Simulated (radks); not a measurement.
Problem. These are the eigenvalues of the occupied orbitals of an atom or ion with whole-number occupations (eV). Calculated with a radial shooting solver on a logarithmic mesh with Libxc functionals: scalar-relativistic Kohn-Sham, PBEsol, spin-polarised, spherical densities, point nucleus.

1s down: -53672.82
1s up: -53672.82
2s up: -8965.007
2s down: -8964.946
2p up: -7958.655
2p down: -7958.611
3s up: -2021.925
3s down: -2019.827
3p up: -1713.057
3p down: -1710.968
3d up: -1315.587
3d down: -1313.980
4s up: -427.6907
4s down: -423.1726
4p up: -325.8746
4p down: -321.4138
4d up: -187.2551
4d down: -182.8681
5s up: -79.2859
5s down: -77.1212
5p up: -54.3552
5p down: -52.7703
4f up: -36.3328
4f down: -32.4127

Which element is it, and in what charge state? The configuration may be excited. Open shells, if any, are filled with parallel spins first.

Solution. Z = 66, dysprosium, charge +3: Dy3+ in [Xe] 4f9. The list shows which subshells hold electrons but not how many an open one holds; the 1s level, -1972.4 hartree, gives Z - s = 62.8 by -(Z - s)^2/2, which with screening and relativity narrows Z to a few neighbours, and the depths of the outer levels then fix element, charge and occupations together.
